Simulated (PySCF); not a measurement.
CH3F3Ti, SMILES [CH3][Ti]([F])([F])[F], multiplicity 1. Geometry optimised at PBE0-D3(BJ)/def2-SVP. The spin state was assumed, not searched. The structure was generated by enumeration; whether it is a known compound was not checked.

Level of theory: PBE0-D3(BJ)/def2-SVP (PySCF).

Harmonic wavenumbers (cm⁻¹): 102, 167, 167, 199, 201, 201, 551, 551, 568, 748, 842, 842, 1149, 1384, 1384, 3039, 3167, 3167. Rotational constants (GHz): 3.147, 3.147, 3.134; symmetry number 3.

**Question.** Work out the zero-point energy and the ideal-gas rigid-rotor harmonic-oscillator thermochemistry at 298.15 K and 1 atm.

**Answer.** ZPE = ½ Σ hcν = ½ × 18427 cm⁻¹ = 110.22 kJ/mol. H − E(el) = 131.85 kJ/mol. Entropy in J/(mol K): translation 168.44, rotation 102.75, vibration 71.27, total 342.46. G − E(el) = 29.75 kJ/mol. Cp = 104.31 J/(mol K). Modes under 150 cm⁻¹ make the vibrational entropy uncertain.
